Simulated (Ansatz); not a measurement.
Total energies of Ge₄F₈ (the lowest singlet isomer of a short search) from Ansatz at PBE0-D4/def2-SVP, gas phase (1 Eh = 27.2114 eV = 2625.5 kJ/mol). The reference geometry is relaxed at PBE-D4/def2-SVP.

| atom | x (Å) | y (Å) | z (Å) |
| --- | --- | --- | --- |
| Ge1 | -2.503 | -0.099 | 0.647 |
| Ge2 | 0.655 | -1.298 | 2.230 |
| Ge3 | -0.621 | 1.535 | -0.232 |
| Ge4 | 0.974 | -0.300 | -1.081 |
| F5 | -1.282 | -1.014 | 1.971 |
| F6 | -1.220 | 2.119 | -1.793 |
| F7 | -1.757 | -1.060 | -0.699 |
| F8 | 0.863 | -1.697 | 0.298 |
| F9 | 2.712 | -0.122 | -0.940 |
| F10 | 0.930 | 0.437 | 1.818 |
| F11 | 0.425 | 2.868 | 0.234 |
| F12 | 0.825 | -1.369 | -2.455 |

| state | geometry | energy (Eh) |
| --- | --- | --- |
| charge 0 singlet | reference | -9103.66255 |
| charge 1 doublet | reference | -9103.31423 |
| charge -1 doublet | reference | -9103.69598 |
| charge 0 triplet | relaxed at PBE-D4/def2-SVP | -9103.58819 |
| charge 0 quintet | relaxed at PBE-D4/def2-SVP | -9103.47363 |
| free Ge atom (triplet) | – | -2076.39507 |
| free F atom (doublet) | – | -99.54906 |

Question: Work out the vertical ionisation energy to the doublet.

Answer: E(charge 1 doublet) − E(charge 0 singlet) = -9103.31423 − (-9103.66255) = 0.34832 Eh = 9.48 eV. For comparison, −ε of the highest occupied level is 7.70 eV at this level, 1.78 eV less.

Question: Work out the vertical electron affinity, to the doublet.

Answer: E(charge 0 singlet) − E(charge -1 doublet) = -9103.66255 − (-9103.69598) = 0.03343 Eh = 0.91 eV. The basis lacks diffuse functions, which makes affinities too small.

Question: Give the fundamental gap IE − EA, the Mulliken electronegativity (IE + EA)/2 and the hardness (IE − EA)/2.

Answer: From the values in Eh: IE − EA = 0.34832 − 0.03343 = 0.31489 Eh = 8.57 eV; (IE + EA)/2 = 5.19 eV; (IE − EA)/2 = 4.28 eV. The HOMO–LUMO gap of the same run is 5.23 eV, 3.34 eV smaller than the fundamental gap.

Question: Which of the charge 0 states is lowest, and how far above it are the others?

Answer: The singlet. triplet: -9103.58819 − (-9103.66255) = 0.07436 Eh = 195.2 kJ/mol; quintet: -9103.47363 − (-9103.66255) = 0.18892 Eh = 496.0 kJ/mol. The quintet differs in its bonds from the reference.

Question: What is the binding energy per atom against free atoms?

Answer: Atoms: 4 × (-2076.39507) + 8 × (-99.54906) = -9101.97276 Eh. Binding: -9101.97276 − (-9103.66255) = 1.68979 Eh = 45.98 eV, or 3.83 eV for each of 12 atoms (no zero-point energy, no counterpoise term).

At PBE0-D4/def2-SVP the highest occupied level of the charge -1 doublet lies above zero (up to 0.68 eV). By energy differences its removal costs 0.91 eV (vertical, to the charge 0 singlet, at PBE0-D4/def2-SVP); self-interaction error and the lack of diffuse functions both raise the level.  

The structure comes from a short search, and lower isomers may exist.
